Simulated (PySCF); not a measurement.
Compound: C6H10ClF (charge +1 and doublet state).
Cartesian coordinates in Å at the GFN2-xTB level; atoms count from 1:
```xyz
18
C6H10ClF angstrom
C     -2.8725    0.5368   -0.1545
C     -1.3914    0.6187   -0.4356
C     -0.6779   -0.6863    0.0861
C      0.7418   -0.6244   -0.2342
F      1.0692   -0.9717   -1.4683
C      1.7897   -0.1704    0.5583
C      3.1735   -0.1328    0.0563
Cl     1.4662    0.3353    2.1345
H     -3.3387    1.4574   -0.5122
H     -3.0804    0.4531    0.9093
H     -3.3413   -0.2914   -0.6795
H     -0.9498    1.4739    0.0768
H     -1.2084    0.7074   -1.5064
H     -1.1393   -1.5246   -0.4402
H     -0.8463   -0.7650    1.1583
H      3.2262    0.4396   -0.8746
H      3.8584    0.2897    0.7853
H      3.5123   -1.1390   -0.2110
```

The hyperfine couplings belong to this conformer and change with its torsions.

As a line formula: `CCC[C+](F)[C](C)Cl` [radical] (charge +1).

Computed, not measured: UKS B3LYP, pcH-1 on C Cl F H, non-relativistic, mean-field spin-orbit, GIAO (PySCF 2.14.0). The structure is a single GFN2-xTB conformer in the gas phase; no vibrational or solvent corrections. GFN2-xTB frequencies show an imaginary mode (43i cm⁻¹), so this geometry is no minimum at that level. Couplings are sensitive to structure, and on GFN2-xTB geometries they can be far from those on DFT ones, by a factor of two or more for some ions and for spin on atoms past the first row. No stability test was run, so a lower SCF solution isn't excluded.

(1) Match the computed a_iso(1H) values +50.1, +19.3, +6.9, -2.7 MHz (means over equivalent nuclei) with the sites H9/H10/H11; H12/H13; H14/H15; H16/H17/H18.

Results:

(1) 
```tsv
site	a_iso (MHz)	ρ(0) (bohr⁻³)	position	distance from C6 (Å)	bound to	spin population there	largest |T| (MHz)
H9/H10/H11	+6.9	+0.0015	4 bonds from C4	5.23	C1	+0.01	2.0
H12/H13	-2.7	-0.0006	3 bonds from C4	3.49	C2	+0.05	4.3
H14/H15	+19.3	+0.0043	2 bonds from C4	3.07	C3	-0.01	5.1
H16/H17/H18	+50.1	+0.0112	2 bonds from C6	2.12	C7	-0.01	5.6
```

ρ(0) is the spin density at the nucleus and T the dipolar tensor; a_iso includes a spin–orbit part; entries for several nuclei are means. Largest spin populations (Mulliken): C6 (+0.34), C4 (+0.32) and Cl8 (+0.17). Three atoms exceed +0.15. Main spin sites, with 60 % or more of the largest population: C4, C6; positions count bonds from the nearest.

β density exceeds α density at some nuclei, such as C7 (-0.0123) and C3 (-0.0103), spin density in bohr⁻³. In a single determinant that takes different orbitals for the two spins, that is spin polarisation.

Class means assume fast exchange of nuclei equivalent by connectivity; if that motion is slow, each nucleus keeps its own coupling. The three 1H nuclei of mean +50.1 MHz run from -0.7 to 81.0 MHz in the frozen geometry. The three 1H nuclei of mean +6.9 MHz run from -0.9 to 21.4 MHz in the frozen geometry. The 1H value of +19.3 MHz is a mean of couplings from 12.9 to 25.7 MHz in this one geometry, not an average over conformers.

C6, the radical centre as drawn in `CCC[C+](F)[C](C)Cl`, holds a spin population of +0.34 out of 1.
